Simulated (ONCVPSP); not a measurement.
**Building the ONCV potential for N (PBE, scalar-relativistic).**

- Element: N (Z = 7)
- Generator: ONCVPSP 4.0.1
- Type: optimised norm-conserving Vanderbilt (ONCV)
- Functional: PBE
- Relativity: scalar-relativistic
- Frozen core: [He]
- Valence charge: 5
- Reference configuration: 2s2 2p3
- Partial waves: 2s: rc 0.70 bohr, ncon 3, nbas 6, qcut 7.6 1/bohr, 2 projectors, debl 1.7 Ha; 2p: rc 2.30 bohr, ncon 4, nbas 8, qcut 5.9 1/bohr, 2 projectors, debl 0.9 Ha
- Local potential: polynomial inside 0.65 bohr (lpopt 5, dvloc0 -1 Ha)
- Core correction: none

All-electron outer shells of the reference configuration (PBE, scalar-relativistic, ld1.x):

| shell | level (eV) | outermost node (bohr) | outermost maximum (bohr) |
| --- | --- | --- | --- |
| 1s | -384.72 | – | 0.15 |
| 2s | -18.58 | 0.32 | 1.02 |
| 2p | -7.09 | – | 0.98 |

Question: Does the generator finish with these settings?

Answer: Yes, a potential is produced and its reference levels are reproduced.

Question: Estimate the cutoffs (Ha) at which the residual kinetic energy of the hardest occupied pseudo-wave falls to 1 and 0.1 mHa per electron.

Answer: 30 Ha and 173 Ha.

Question: What does a ghost test show?

Answer: No bound ghost flagged; GHOST(+) flags only above 600 eV.

Question: Which valence shell sets the plane-wave cutoff?

Answer: 2s: 30 Ha for 1 mHa per electron, against 12 Ha for 2p.

Question: Tests: 2s2 2p2; 2s2 2p1; 2s2 2p0; 2s0 2p5. Which has the largest error in its energy relative to the reference configuration, and how large is it?

Answer: 2s2 2p0, with +2993 meV (all-electron minus pseudo) on +89.53 eV.
